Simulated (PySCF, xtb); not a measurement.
B(F)(NHMe)(OMe) (C2H7BFNO), SMILES O(C)B(F)NC.

Geometry: r2SCAN-D4/def2-SVP. This is a generated structure with no PubChem entry under its InChIKey; it may be hypothetical. The values are those of a single conformer.

Computed with C-PCM-PBE0/def2-SVP in PySCF 2.14.0.

The values are the electrostatic part of the solvation free energy, E(continuum) − E(gas) at the gas-phase geometry, in a cavity of scaled van der Waals radii (PySCF's table); cavitation and dispersion terms are not included. In vacuum the orbital gap is 8.69 eV. The dipole moment in vacuum is 3.43 D.

Computed values in water (ε = 78.36), chlorobenzene (ε = 5.70), acetone (ε = 20.49):
```csv
solvent,ε,ΔG(elec) (kcal/mol),dipole (D),gap (eV)
water,78.36,-5.3,4.30,8.96
chlorobenzene,5.70,-4.3,4.12,8.92
acetone,20.49,-5.1,4.26,8.95
```

For comparison, GFN2-xTB/ALPB(water) (xtb, at the GFN2-xTB geometry, all terms of that model) gives -4.7 kcal/mol.
